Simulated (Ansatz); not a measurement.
```yaml
crystal:
  periodic: [false, false, false]
  atoms:
    - {symbol: N, position_ang: [-1.044672, 2.107925, -0.044907]}
    - {symbol: Si, position_ang: [-1.035982, 0.317780, -0.388930]}
    - {symbol: Ge, position_ang: [1.240128, -0.888043, 0.222891]}
    - {symbol: S, position_ang: [1.294763, -2.780178, -0.595897]}
    - {symbol: H, position_ang: [-1.863046, 2.549748, 0.270269]}
    - {symbol: H, position_ang: [-0.699501, 2.418426, -0.373070]}
    - {symbol: H, position_ang: [-1.168886, -0.050066, -1.688934]}
    - {symbol: H, position_ang: [-2.027109, -0.290040, 0.523899]}
    - {symbol: H, position_ang: [1.573848, -0.398197, 1.698867]}
    - {symbol: H, position_ang: [2.080102, -0.074504, -0.422287]}
    - {symbol: H, position_ang: [0.417281, -2.823735, 0.388860]}
basis:
  gaussian: {orbitals: ANO-RCC-VTZP}
total_charge: 1
magnetization: {spin_polarized: true, initial_magnetization: 1}
hamiltonian: {xc: {name: HF}}
correlation: {method: mp2, frozen_orbitals: {N: 0}}
```

```sh
$ ansatz run in.yaml --threads 4 --pin off --events-out ev --progress --plain --max-ram 10444MiB
```

It prints (some lines left out):

```
Functional definition: HF
Error: "frozen_orbitals" has no count for Si
```

In this input frozen orbitals are typed for one element alone, and the program wants a count for each. The program refused the input.
